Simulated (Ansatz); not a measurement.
Relaxation of CH₅NSSi (9 atoms, charge 0, multiplicity 1), to a largest force component of 0.02 eV/Å in at most 40 steps.

Method: UKS PBE0/STO-3G in Ansatz 0.2.0.

```xyz
9
Properties=species:S:1:pos:R:3
N -0.140 0.879 -1.621
C -0.387 0.288 -0.524
Si 1.022 -0.306 0.507
S -1.960 0.023 -0.032
H -1.108 1.144 -2.046
H 1.915 0.825 1.000
H 1.938 -1.290 -0.194
H 0.591 -0.985 1.734
H -1.783 -0.624 1.159
```

Q: Where does it end, and by what steps?

A: It converged. Limits of this set-up: minimal basis. After 7 steps the energy has fallen by 0.597 eV; S4 moved furthest, 0.14 Å.

```csv
step,energy less start (eV),largest force component (eV/Å),accepted
0,0.0000,4.414,yes
1,-0.5248,1.713,yes
2,-0.5508,0.979,yes
3,-0.5660,0.492,yes
4,-0.5953,0.279,yes
5,-0.5967,0.167,yes
6,-0.5973,0.034,yes
7,-0.5974,0.002,yes
```

```xyz
9
Properties=species:S:1:pos:R:3
N -0.084 0.879 -1.615
C -0.395 0.269 -0.495
Si 1.071 -0.314 0.540
S -2.080 -0.002 0.041
H -0.996 1.160 -2.108
H 1.864 0.823 0.942
H 1.879 -1.226 -0.233
H 0.585 -0.992 1.719
H -1.756 -0.643 1.191
```

Whether the end is a true minimum wasn't checked by a vibrational analysis.

The run took 13 s on 1 thread of Intel(R) Xeon(R) 6975P-C (Granite Rapids), with other jobs on the host, peak memory 0.18 GiB.
